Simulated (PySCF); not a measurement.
**State search for ZrH**

Unrestricted PBE0; PySCF, scalar-relativistic core potentials, basis sets Zr cc-pVDZ-PP with ECP28, H cc-pVDZ. Outer shells of the fragments: Zr 4d2 5s2; H 1s1.

Followed along the bond (rough minima from three points):

```
2Ms+1       unpaired  ⟨S²⟩ at the start  R at minimum (Å)  Te (eV)
    4  σ ↑, π ↑, δ ↑               3.76              1.86     0.00
    4  σ ↑, π ↑, δ ↑               3.75              1.87     0.02
    4      σ ↑, δ ↑↑               3.75              1.87     0.16
    2            π ↑               1.52              1.83     0.20
    2            δ ↑               1.24              1.84     0.26
    4      σ ↑, π ↑↑               3.76              1.85     0.38
```

Solutions found at the starting distance of 1.725 Å, counted from the lowest of them; the search is not exhaustive and high or unbound solutions are not listed, so other states can lie among these:

| 2Ms+1 | unpaired | term | E (eV) | ⟨S²⟩ | ⟨Lz²⟩ | μ (D) |
| --- | --- | --- | --- | --- | --- | --- |
| 4 | σ ↑, π ↑, δ ↑ | mixed | 0.00 | 3.76 | 4.94 | -2.16 |
| 4 | σ ↑, π ↑, δ ↑ | mixed | 0.02 | 3.75 | 4.95 | -2.02 |
| 2 | π ↑ | mixed | 0.16 | 1.52 | 3.05 | -1.86 |
| 4 | σ ↑, δ ↑↑ | ⁴Σ⁻ | 0.17 | 3.75 | 0.00 | -2.68 |
| 2 | δ ↑ | mixed | 0.23 | 1.24 | 4.22 | -1.74 |
| 4 | σ ↑, π ↑↑ | ⁴Σ⁻ | 0.36 | 3.76 | 0.00 | -1.69 |
| 2 | σ ↓, π ↑, δ ↑ | mixed | 0.68 | 1.75 | 5.29 | -2.13 |
| 2 | σ ↓, π ↑, δ ↑ | mixed | 0.72 | 1.72 | 5.07 | -2.03 |
| 2 | σ ↓, π ↑↑ | mixed | 0.80 | 1.75 | 0.00 | -2.34 |
| 2 | σ ↑, π ↑, δ ↓ | mixed | 0.84 | 1.75 | 5.10 | -1.61 |
| 2 | σ ↑, π ↑, δ ↓ | mixed | 0.87 | 1.75 | 5.09 | -1.71 |
| 2 | σ ↑, π ↑↓ | mixed | 0.89 | 1.76 | 2.19 | -1.87 |
| 4 | π ↑↑, δ ↑ | ⁴Δ | 1.00 | 3.76 | 4.00 | -2.80 |
| 4 | σ ↑↑, δ ↑ | ⁴Δ | 1.10 | 3.75 | 4.00 | 0.82 |

A term symbol is given only where ⟨S²⟩ and ⟨Lz²⟩ are close to those of a pure state; real π, δ and φ orbitals otherwise mix terms. A positive dipole means Zr(−)H(+).

Spin–orbit coupling is left out. The state is the lowest single determinant that the PBE0 search found; with open d or f shells the true ground state can be another one.
